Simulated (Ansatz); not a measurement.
Geometry optimisation, Ansatz, RKS PBE/def2-SVP.

input.yaml

```yaml
crystal:
  periodic: [false, false, false]
  atoms:
    - { symbol: C, position_ang: [-1.3038, 1.5369, -0.5557] }
    - { symbol: Si, position_ang: [0.1433, 0.9646, 0.3576] }
    - { symbol: C, position_ang: [0.6961, -0.6065, -0.4131] }
    - { symbol: Si, position_ang: [0.8483, -2.1489, 0.5898] }
    - { symbol: Se, position_ang: [1.1835, 0.0294, -2.4109] }
    - { symbol: H, position_ang: [-1.0855, 1.7711, -1.6316] }
    - { symbol: H, position_ang: [-2.1329, 0.8256, -0.5036] }
    - { symbol: H, position_ang: [-1.6638, 2.5488, -0.1208] }
    - { symbol: H, position_ang: [-0.2064, 0.764, 1.81] }
    - { symbol: H, position_ang: [1.2198, 1.9732, 0.3024] }
    - { symbol: H, position_ang: [-0.1047, -3.1648, -0.0147] }
    - { symbol: H, position_ang: [0.3216, -1.8888, 1.9782] }
    - { symbol: H, position_ang: [2.1047, -2.6393, 0.6272] }
basis:
  gaussian: { orbitals: def2-SVP }
hamiltonian:
  xc: pbe
relax:
  f_tol: 0.015
  max_steps: 40
output:
  orbitals: {}
```

Launched with:

```bash
$ ansatz run input.yaml --threads 2 --pin off --max-ram 3072MiB --backend cpu --events-out ev --progress --plain --runs-dir out
```

Q: Where does it end, and by what steps?

A: The forces met the threshold. The force dipped under the threshold on the way, but the program's further checks kept it going. After 23 steps the energy has fallen by 1.857 eV; H12 moved furthest, 1.32 Å.

```json
{"step": "0", "energy less start (eV)": "0.0000", "largest force component (eV/Å)": "3.929", "accepted": "yes"}
{"step": "1", "energy less start (eV)": "-1.3181", "largest force component (eV/Å)": "2.226", "accepted": "yes"}
{"step": "2", "energy less start (eV)": "-1.6452", "largest force component (eV/Å)": "1.911", "accepted": "yes"}
{"step": "3", "energy less start (eV)": "-1.7821", "largest force component (eV/Å)": "0.330", "accepted": "yes"}
{"step": "4", "energy less start (eV)": "-1.8030", "largest force component (eV/Å)": "0.211", "accepted": "yes"}
{"step": "5", "energy less start (eV)": "-1.8097", "largest force component (eV/Å)": "0.107", "accepted": "yes"}
{"step": "6", "energy less start (eV)": "-1.8112", "largest force component (eV/Å)": "0.036", "accepted": "yes"}
{"step": "7", "energy less start (eV)": "-1.8117", "largest force component (eV/Å)": "0.107", "accepted": "yes"}
{"step": "8", "energy less start (eV)": "-1.8126", "largest force component (eV/Å)": "0.155", "accepted": "yes"}
{"step": "9", "energy less start (eV)": "-1.8141", "largest force component (eV/Å)": "0.133", "accepted": "yes"}
{"step": "10", "energy less start (eV)": "-1.8165", "largest force component (eV/Å)": "0.157", "accepted": "yes"}
{"step": "11", "energy less start (eV)": "-1.8198", "largest force component (eV/Å)": "0.130", "accepted": "yes"}
{"step": "12", "energy less start (eV)": "-1.8280", "largest force component (eV/Å)": "0.215", "accepted": "yes"}
{"step": "13", "energy less start (eV)": "-1.8287", "largest force component (eV/Å)": "0.438", "accepted": "yes"}
{"step": "14", "energy less start (eV)": "-1.8385", "largest force component (eV/Å)": "0.246", "accepted": "yes"}
{"step": "15", "energy less start (eV)": "-1.8451", "largest force component (eV/Å)": "0.146", "accepted": "yes"}
{"step": "16", "energy less start (eV)": "-1.8503", "largest force component (eV/Å)": "0.064", "accepted": "yes"}
{"step": "17", "energy less start (eV)": "-1.8532", "largest force component (eV/Å)": "0.122", "accepted": "yes"}
{"step": "18", "energy less start (eV)": "-1.8547", "largest force component (eV/Å)": "0.071", "accepted": "yes"}
{"step": "19", "energy less start (eV)": "-1.8558", "largest force component (eV/Å)": "0.009", "accepted": "yes"}
{"step": "20", "energy less start (eV)": "-1.8563", "largest force component (eV/Å)": "0.029", "accepted": "yes"}
{"step": "21", "energy less start (eV)": "-1.8563", "largest force component (eV/Å)": "0.047", "accepted": "no"}
{"step": "22", "energy less start (eV)": "-1.8566", "largest force component (eV/Å)": "0.010", "accepted": "yes"}
{"step": "23", "energy less start (eV)": "-1.8567", "largest force component (eV/Å)": "0.008", "accepted": "yes"}
```

```xyz
13
Properties=species:S:1:pos:R:3
C -1.211 1.974 -0.728
Si -0.305 0.809 0.438
C 0.428 -0.716 -0.433
Si 1.187 -2.128 0.591
Se 0.385 -0.880 -2.217
H -0.535 2.325 -1.533
H -2.069 1.462 -1.207
H -1.590 2.856 -0.171
H -1.215 0.299 1.531
H 0.847 1.504 1.127
H 0.126 -3.179 0.798
H 1.615 -1.629 1.948
H 2.359 -2.731 -0.129
```

Whether the end is a true minimum wasn't checked by a vibrational analysis.

Run time: 2.3 min on 2 threads of Arm Neoverse N1, with other jobs on the host, peak memory 0.19 GiB.
